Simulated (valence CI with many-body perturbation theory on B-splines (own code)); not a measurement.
Pt²⁸⁺: M1 decay

Calculated by configuration interaction combined with many-body perturbation theory (CI+MBPT): four valence electrons over a frozen Dirac-Fock core [Kr] 4d10, a basis of 7 s, 7 p, 7 d, 7 f, 4 g, 2 h functions for each j, with the one-electron correlation potential Σ1, the two-electron term Σ2, the three-electron term Σ3, Breit, model QED; selected CI, second order for the rest, scaled by the run's own slope (own B-spline code, finite nucleus).

The last digits are not significant, and no measured levels were compared; by estimate large intervals hold to a few tenths of a per cent, small ones and those within an open d or f shell to about a per cent. Excitations out of the core, of the other parity, are not computed and may begin above about 181 eV (a cautious bound); beyond it only levels of the ground parity were kept, without lifetimes.

Lines 1 to 50 of 120 in falling wavelength, among levels below 180.52 eV, chosen from the decays that carry over 1 % of a level's rate. Wavelengths and rates use the calculated energies. S is in atomic units (e²a₀⁴ for E2 and M2, e²a₀⁶ for E3), for M1 in squared Bohr magnetons. Weak lines are less certain than strong ones. Lines between different terms over intervals too small for the method are left out, as are lines whose strength nearly cancels. Where a level lies close to another of its J and parity, the split of strength between their lines is uncertain.

Levels are named by their leading jj configuration (3d3/2^4 stands for four electrons in 3d with j = 3/2), which in mixed levels can hold well under half, so a name can repeat and another be missing. Letters in brackets count levels of one name in rising energy.

| λ vac (nm) | Upper | Lower | Type | A (s⁻¹) | S (a.u.) |
| --- | --- | --- | --- | --- | --- |
| 1552 | (4f5/2^3 4f7/2) J=2 [b] | (4f5/2^3 4f7/2) J=3 [a] | M1 | 2.65e+00 | 1.83e+00 |
| 1234 | (4f5/2^3 4f7/2) J=3 [a] | (4f5/2^3 4f7/2) J=4 [a] | M1 | 1.04e+01 | 5.08e+00 |
| 1155 | (4f5/2^3 4f7/2) J=8 | (4f5/2^3 4f7/2) J=7 | M1 | 1.51e+01 | 1.46e+01 |
| 1064 | (4f5/2^2 4f7/2^2) J=0 [a] | (4f5/2^2 4f7/2^2) J=1 [a] | M1 | 3.10e+01 | 1.38e+00 |
| 863.2 | (4f5/2^3 4f7/2) J=2 [a] | (4f5/2^3 4f7/2) J=1 [a] | M1 | 2.18e+01 | 2.60e+00 |
| 857.6 | (4f5/2^3 4f7/2) J=7 | (4f5/2^2 4f7/2^2) J=6 [a] | M1 | 7.07e+01 | 2.48e+01 |
| 849.0 | (4f5/2^2 4f7/2^2) J=6 [c] | (4f5/2^2 4f7/2^2) J=5 [a] | M1 | 1.83e+01 | 5.39e+00 |
| 782.8 | (4f5/2^2 4f7/2^2) J=6 [d] | (4f5/2^2 4f7/2^2) J=5 [b] | M1 | 1.79e+01 | 4.14e+00 |
| 730.8 | (4f5/2^3 4f7/2) J=1 [a] | (4f5/2^4) J=2 | M1 | 9.80e+01 | 4.26e+00 |
| 699.2 | (4f5/2^2 4f7/2^2) J=3 [b] | (4f5/2^2 4f7/2^2) J=2 [a] | M1 | 2.92e+01 | 2.59e+00 |
| 687.0 | (4f5/2^3 4f7/2) J=3 [b] | (4f5/2^3 4f7/2) J=4 [a] | M1 | 2.59e+01 | 2.18e+00 |
| 670.7 | (4f5/2^3 4f7/2) J=2 [b] | (4f5/2^3 4f7/2) J=1 [a] | M1 | 1.63e+01 | 9.13e-01 |
| 660.7 | (4f5/2^3 4f7/2) J=1 [b] | (4f5/2^2 4f7/2^2) J=2 [a] | M1 | 2.75e+00 | 8.82e-02 |
| 635.2 | (4f5/2^2 4f7/2^2) J=4 [a] | (4f5/2^3 4f7/2) J=3 [b] | M1 | 6.10e+01 | 5.22e+00 |
| 606.5 | (4f5/2^3 4f7/2) J=1 [b] | (4f5/2^4) J=0 | M1 | 1.68e+02 | 4.16e+00 |
| 603.2 | (4f5/2^2 4f7/2^2) J=3 [b] | (4f5/2^2 4f7/2^2) J=4 [b] | M1 | 9.65e+00 | 5.50e-01 |
| 590.5 | (4f5/2^2 4f7/2^2) J=5 [c] | (4f5/2^2 4f7/2^2) J=4 [b] | M1 | 1.78e+02 | 1.49e+01 |
| 584.9 | (4f5/2^2 4f7/2^2) J=6 [a] | (4f5/2^3 4f7/2) J=5 [a] | M1 | 2.99e+02 | 2.88e+01 |
| 573.1 | (4f5/2^2 4f7/2^2) J=5 [a] | (4f5/2^2 4f7/2^2) J=4 [a] | M1 | 1.51e+02 | 1.16e+01 |
| 469.6 | (4f5/2^2 4f7/2^2) J=2 [c] | (4f5/2^2 4f7/2^2) J=2 [a] | M1 | 3.46e+01 | 6.65e-01 |
| 451.5 | (4f5/2^3 4f7/2) J=3 [a] | (4f5/2^4) J=2 | M1 | 1.70e+02 | 4.07e+00 |
| 450.5 | (4f5/2^2 4f7/2^2) J=4 [a] | (4f5/2^3 4f7/2) J=3 [a] | M1 | 2.33e+02 | 7.11e+00 |
| 440.0 | (4f5/2^3 4f7/2) J=5 [a] | (4f5/2^4) J=4 | M1 | 6.07e+02 | 2.11e+01 |
| 435.9 | (4f5/2^2 4f7/2^2) J=5 [a] | (4f5/2^3 4f7/2) J=5 [b] | M1 | 1.07e+02 | 3.62e+00 |
| 420.0 | (4f5/2^2 4f7/2^2) J=8 [b] | (4f5/2^2 4f7/2^2) J=8 [a] | M1 | 2.20e+01 | 1.03e+00 |
| 406.8 | (4f5/2^2 4f7/2^2) J=9 | (4f5/2^2 4f7/2^2) J=8 [a] | M1 | 1.87e+02 | 8.89e+00 |
| 403.1 | (4f5/2^3 4f7/2) J=5 [b] | (4f5/2^3 4f7/2) J=4 [a] | M1 | 2.85e+02 | 7.61e+00 |
| 395.7 | (4f5/2^3 4f7/2) J=2 [a] | (4f5/2^4) J=2 | M1 | 1.94e+02 | 2.23e+00 |
| 387.2 | (4f5/2^2 4f7/2^2) J=8 [a] | (4f5/2^3 4f7/2) J=8 | M1 | 4.47e+02 | 1.63e+01 |
| 370.3 | (4f5/2^2 4f7/2^2) J=4 [c] | (4f5/2^2 4f7/2^2) J=4 [a] | M1 | 1.77e+01 | 3.00e-01 |
| 356.9 | (4f5/2^2 4f7/2^2) J=4 [b] | (4f5/2^3 4f7/2) J=3 [b] | M1 | 6.13e+02 | 9.29e+00 |
| 355.3 | (4f5/2^2 4f7/2^2) J=7 [a] | (4f5/2^3 4f7/2) J=7 | M1 | 3.40e+02 | 8.48e+00 |
| 349.7 | (4f5/2^3 4f7/2) J=2 [b] | (4f5/2^4) J=2 | M1 | 1.40e+02 | 1.11e+00 |
| 349.6 | (4f5/2^3 4f7/2) J=3 [b] | (4f5/2^4) J=2 | M1 | 4.82e+02 | 5.34e+00 |
| 346.6 | (4f5/2^2 4f7/2^2) J=3 [b] | (4f5/2^2 4f7/2^2) J=4 [a] | M1 | 1.13e+02 | 1.22e+00 |
| 340.2 | (4f5/2^3 4f7/2) J=4 [a] | (4f5/2^3 4f7/2) J=5 [a] | M1 | 1.15e+02 | 1.50e+00 |
| 334.8 | (4f5/2^2 4f7/2^2) J=5 [b] | (4f5/2^3 4f7/2) J=5 [b] | M1 | 2.29e+02 | 3.51e+00 |
| 331.7 | (4f5/2^2 4f7/2^2) J=8 [b] | (4f5/2^2 4f7/2^2) J=7 [a] | M1 | 3.24e+02 | 7.46e+00 |
| 330.1 | (4f5/2^2 4f7/2^2) J=2 [a] | (4f5/2^3 4f7/2) J=3 [b] | M1 | 1.70e+02 | 1.14e+00 |
| 330.0 | (4f5/2^2 4f7/2^2) J=4 [a] | (4f5/2^3 4f7/2) J=4 [a] | M1 | 2.88e+02 | 3.45e+00 |
| 330.0 | (4f5/2^2 4f7/2^2) J=2 [a] | (4f5/2^3 4f7/2) J=2 [b] | M1 | 2.45e+02 | 1.63e+00 |
| 318.4 | (4f5/2^2 4f7/2^2) J=3 [a] | (4f5/2^3 4f7/2) J=2 [b] | M1 | 3.25e+01 | 2.72e-01 |
| 307.7 | (4f5/2^2 4f7/2^2) J=4 [c] | (4f5/2^3 4f7/2) J=5 [b] | M1 | 2.40e+02 | 2.34e+00 |
| 305.6 | (4f5/2^2 4f7/2^2) J=5 [b] | (4f5/2^2 4f7/2^2) J=6 [b] | M1 | 4.97e+01 | 5.79e-01 |
| 297.4 | (4f5/2^2 4f7/2^2) J=2 [a] | (4f5/2^3 4f7/2) J=2 [a] | M1 | 1.12e+02 | 5.46e-01 |
| 291.9 | (4f5/2^2 4f7/2^2) J=6 [b] | (4f5/2^2 4f7/2^2) J=6 [a] | M1 | 2.30e+02 | 2.75e+00 |
| 290.1 | (4f5/2^2 4f7/2^2) J=4 [b] | (4f5/2^3 4f7/2) J=3 [a] | M1 | 9.35e+01 | 7.61e-01 |
| 290.0 | (4f5/2^2 4f7/2^2) J=8 [a] | (4f5/2^3 4f7/2) J=7 | M1 | 2.87e+02 | 4.41e+00 |
| 288.2 | (4f5/2^2 4f7/2^2) J=5 [c] | (4f5/2^3 4f7/2) J=5 [b] | M1 | 1.73e+02 | 1.69e+00 |
| 288.0 | (4f5/2^2 4f7/2^2) J=6 [c] | (4f5/2^3 4f7/2) J=5 [b] | M1 | 3.48e+02 | 4.01e+00 |
